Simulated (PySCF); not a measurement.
Species: C7H12.
Geometry (PBE0-D3(BJ)/def2-SVP, Å), atoms numbered from 1 in this order:
```
atom  x, y, z in Å
C1     0.2712    0.6350    1.3596
C2     0.2052    0.1054    0.1312
C3     1.4252   -0.2488   -0.6783
C4     2.7731    0.0239   -0.0398
C5    -1.0846   -0.1882   -0.5613
C6    -2.2959   -0.6642    0.2001
C7    -2.2893    0.7032   -0.3937
H8    -0.6289    0.8843    1.9289
H9     1.2251    0.8418    1.8472
H10    1.3531    0.2857   -1.6440
H11    1.3485   -1.3187   -0.9485
H12    2.8954   -0.5378    0.8992
H13    3.5907   -0.2716   -0.7139
H14    2.9007    1.0927    0.1913
H15   -0.9582   -0.6220   -1.5583
H16   -2.9226   -1.4329   -0.2600
H17   -2.1842   -0.7598    1.2838
H18   -2.1733    1.5597    0.2763
H19   -2.9114    0.8967   -1.2718
```

Computed with PySCF at PBE0/pcSseg-1 and CAM-B3LYP/def2-SVPD, non-relativistic, on one gas-phase PBE0-D3(BJ)/def2-SVP geometry that isn't relaxed in the solvent. The solvent is an IEF-PCM continuum (cavity from Bondi-type radii × 1.2). Specific hydrogen bonds and non-electrostatic terms are outside this model.

Gas phase at PBE0/pcSseg-1: HOMO -6.64 eV, LUMO 0.51 eV, dipole 0.70 D.

Problem. What does the continuum do to the energy, the frontier levels and the dipole at PBE0/pcSseg-1 in chloroform and acetonitrile?

Solution. 
```
     solvent      ε  E(solvent) − E(gas) (kJ/mol)  polarisation term (kJ/mol)  distortion of the solute (kJ/mol)  HOMO (eV)  LUMO (eV)  dipole (D)
  chloroform  4.711                         -6.81                       -7.21                               0.40      -6.66       0.49        0.89
acetonitrile  35.69                         -9.71                      -10.54                               0.83      -6.70       0.46        0.98
```

The polarisation term is half the interaction of the solute with the surface charges that it induces; the rest is the cost of distorting the solute's density. The sum is the electrostatic part of solvation alone. From chloroform to acetonitrile the lowering changes by a factor 1.43, Onsager's factor (ε − 1)/(2ε + 1) by 1.35 and ε itself by 7.6.

Problem. Give the dipole vector in the frame of the coordinates (D, pointing from negative to positive charge), gas and acetonitrile.

Solution. Gas (-0.06, -0.28, -0.64), solvent (-0.12, -0.39, -0.90). Its length changes by +40 % and its direction by 2°.

Problem. Which Hirshfeld charges (PBE0/pcSseg-1) respond most in acetonitrile (means over atoms taken as equivalent)?

Solution. 
```
  atoms                      environment  gas (e)  solvent (e)  change
     C1             terminal =CH2 carbon   -0.128       -0.140  -0.012
    H15                 methine hydrogen   +0.044       +0.049  +0.005
     C2  fully substituted alkene carbon   +0.015       +0.010  -0.005
H10/H11               methylene hydrogen   +0.041       +0.045  +0.004
H16/H19               methylene hydrogen   +0.048       +0.051  +0.003
  C6/C7       three-membered-ring carbon   -0.086       -0.089  -0.003
     C5                   allylic carbon   -0.042       -0.044  -0.002
     H8                 vinylic hydrogen   +0.038       +0.040  +0.002
```

Gas phase at CAM-B3LYP/def2-SVPD: HOMO -7.96 eV, LUMO 1.43 eV, dipole 0.72 D.

Problem. What does the continuum do to the energy, the frontier levels and the dipole at CAM-B3LYP/def2-SVPD in chloroform and acetonitrile?

Solution. 
| solvent | ε | E(solvent) − E(gas) (kJ/mol) | polarisation term (kJ/mol) | distortion of the solute (kJ/mol) | HOMO (eV) | LUMO (eV) | dipole (D) |
| --- | --- | --- | --- | --- | --- | --- | --- |
| chloroform | 4.711 | -6.25 | -6.68 | 0.43 | -7.96 | 1.53 | 0.94 |
| acetonitrile | 35.69 | -8.91 | -9.84 | 0.93 | -7.98 | 1.52 | 1.03 |

The atom shares or the degeneracy of the LUMO differ from the gas phase in acetonitrile, so that column needn't follow one orbital.

Problem. How does the static polarisability (CAM-B3LYP/def2-SVPD, frozen core, with the continuum's full static response) change?

Solution. 
| medium | isotropic (au) | principal values (au) | ⟨r²⟩ of the electrons (bohr²) |
| --- | --- | --- | --- |
| gas | 82.6 | 69.0, 83.8, 95.0 | 980.2 |
| chloroform | 102.7 | 87.4, 107.6, 113.0 | 979.7 |
| acetonitrile | 112.7 | 98.2, 117.0, 122.8 | 979.5 |

The isotropic value in acetonitrile is 1.36 times the gas-phase one; no cavity-field correction is applied. ⟨r²⟩ is taken about the centre of nuclear charge.

Rough CPU time on one thread of a shared machine: about 60 s. This is the whole shielding run at PBE0/pcSseg-1 in acetonitrile, SCF included.
